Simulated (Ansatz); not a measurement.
Mulliken charges of CH5GaS (`C[S][GaH2]`) from PBE/def2-TZVPP in Ansatz (PBE0-D4/def2-TZVP geometry).

| atom | x (Å) | y (Å) | z (Å) | charge (e) |
| --- | --- | --- | --- | --- |
| C1 | -0.695 | 1.129 | -0.406 | -0.247 |
| S2 | -1.128 | -0.564 | 0.093 | -0.180 |
| Ga3 | 0.812 | -1.472 | 0.522 | 0.143 |
| H4 | -1.054 | 1.301 | -1.420 | 0.122 |
| H5 | 0.382 | 1.291 | -0.375 | 0.110 |
| H6 | -1.182 | 1.832 | 0.269 | 0.122 |
| H7 | 2.066 | -0.557 | 0.328 | -0.047 |
| H8 | 0.799 | -2.960 | 0.988 | -0.024 |

**Question.** By hand: the dipole of these point charges (1 e Å = 4.8032 D).

**Answer.** Σ q r = (0.144, 0.234, -0.063) e Å, of length 0.282 e Å = 1.35 D.

**Question.** How does the dipole of the full density compare? (Estimate.)

**Answer.** Ansatz gave: (0.146, 0.237, -0.064) e Å, 1.37 D; the point charges give 0.99 times that, at 0° from its direction.

Point charges leave out the atoms' own dipoles, such as those of lone pairs, and Mulliken's split depends on the basis, so the close match here is no proof of good charges.
